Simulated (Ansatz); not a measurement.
Input file for Ansatz (an electronic-structure program): R-r2SCAN/def2-TZVPP on CH5AlS (SMILES C[S][AlH2]), a point of a torsion scan.

Ansatz 0.2 input:
```yaml
crystal:
  periodic: [false, false, false]
  atoms:
    - {symbol: C, position_ang: [1.31364874, 0.21219197, 0.14863949]}
    - {symbol: S, position_ang: [0.19533230, -1.12466762, 0.74358428]}
    - {symbol: Al, position_ang: [-1.56147239, -0.54156953, -0.43280955]}
    - {symbol: H, position_ang: [0.79717114, 0.85527093, -0.56899240]}
    - {symbol: H, position_ang: [2.17361528, -0.25557987, -0.31938723]}
    - {symbol: H, position_ang: [1.62988164, 0.79126171, 1.01004741]}
    - {symbol: H, position_ang: [-2.89936804, -1.29469438, -0.38698126]}
    - {symbol: H, position_ang: [-1.43249431, 0.69377192, -1.35303035]}
basis:
  gaussian:
    orbitals: def2-TZVPP
hamiltonian:
  xc: {name: r2SCAN}
scf: {lower_state_search: off}
```

Output:

```
WARN ansatz: RAYON_NUM_THREADS=1 ignored (pool sized by the plan → 1); use --threads N
Functional definition: r2SCAN
these checks for a lower state are left out or cut short: stability, starts, cluster_reference, orbital_swaps, neighbouring_geometries, increment
integrals: 0.10 GiB planned
1028 factors; their error is unknown
mean field: 0.68 GiB planned
mean field evaluation 1: about -18544.4475 eV, gradient 4.9e1 eV
mean field evaluation 2: about -18538.1002 eV, gradient 6.6e1 eV
mean field evaluation 4: about -18550.1896 eV, gradient 2.7e0 eV
mean field evaluation 8: about -18550.1867 eV, gradient 3.8e-1 eV
mean field evaluation 16: about -18550.1868 eV, gradient 1.2e-5 eV
mean field -18550.18682576 eV, -681.7067920784 hartree, gradient 4.0e-6 eV, S^2 0.000000; 0 other end points of the search recorded, 0 dependent functions left out
reference -18550.18683864 eV, -681.7067925516 hartree; 20, 20 occupied and 165, 165 virtual orbitals, 1028 factors
Total energy: -18550.18683864 eV, -681.7067925516 hartree
Checks for a lower state left out: stability, starts, cluster_reference, orbital_swaps, neighbouring_geometries, increment
```

The calculation finished and met its thresholds.

Cost: roughly 2.5 core-seconds.
